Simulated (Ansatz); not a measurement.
A nudged elastic band was laid between two geometries of ClF4HW (7 atoms, charge 0, multiplicity 1).

All numbers below come from RKS PBE0/def2-SVP (Ansatz).

```json
{"movable images": "5", "climbing image": "yes", "spring": "5.0 eV/Å²", "optimiser": "quadratic models (default)", "start path": "through a guess of the saddle point", "force threshold": "0.05 eV/Å", "iteration limit": "60", "end points": "relaxed"}
```

Image 0:

```xyz
7
Properties=species:S:1:pos:R:3
W 0.049 0.000 0.004
H 0.299 0.000 1.695
F 1.895 0.000 0.179
F -0.040 1.822 0.207
F -1.771 0.000 0.268
F -0.040 -1.822 0.207
Cl 0.417 0.000 -2.291
```

Image 6:

```xyz
7
Properties=species:S:1:pos:R:3
W -0.495 0.000 -0.174
H 1.772 -0.001 1.495
F 1.826 0.000 0.566
F -0.392 1.798 0.206
F -2.337 0.000 0.002
F -0.392 -1.798 0.207
Cl 0.828 0.000 -2.034
```

(1) Which bonds break or form, and what moves?

(2) What energy profile does the band end with?

(3) What is the geometry of the highest image?

(4) What are the harmonic wavenumbers there?

## Answers

(1) Bonds broken: W1–H2. Bonds formed: H2–F3.

(2) The run converged. The highest image is number 4 of 0 to 6, 1.24 eV above the first end and 0.30 eV above the last; the last end lies 0.94 eV above the first. A vibrational analysis at the climbing image gives one clearly imaginary mode, 893i cm⁻¹: a first-order saddle point. The orbitals stay closed-shell, which can raise the energy where a bond breaks towards radicals; this wasn't checked here.

| image | path coordinate (Å) | energy (eV) | W1–H2 (Å) | H2–F3 (Å) |
| --- | --- | --- | --- | --- |
| 0 | 0.00 | 0.00 | 1.71 | 2.20 |
| 1 | 0.33 | 0.04 | 1.70 | 2.11 |
| 2 | 0.66 | 0.25 | 1.66 | 1.87 |
| 3 | 0.99 | 0.81 | 1.66 | 1.53 |
| 4 | 1.32 | 1.24 | 1.79 | 1.17 |
| 5 | 1.80 | 1.02 | 2.32 | 0.95 |
| 6 | 2.28 | 0.94 | 2.82 | 0.93 |

(3) 
```xyz
7
Properties=species:S:1:pos:R:3
W -0.234 0.000 -0.042
H 1.030 0.000 1.224
F 1.871 0.000 0.411
F -0.261 1.793 0.350
F -2.089 0.000 0.048
F -0.262 -1.793 0.350
Cl 0.754 0.000 -2.072
```

(4) 893i, 102, 122, 161, 192, 212, 255, 281, 414, 566, 694, 723, 741, 903, 1906 cm⁻¹.

Time of the run: 4.8 min on 2 threads of Arm Neoverse V1 (shared host), peak memory 0.3 GiB.
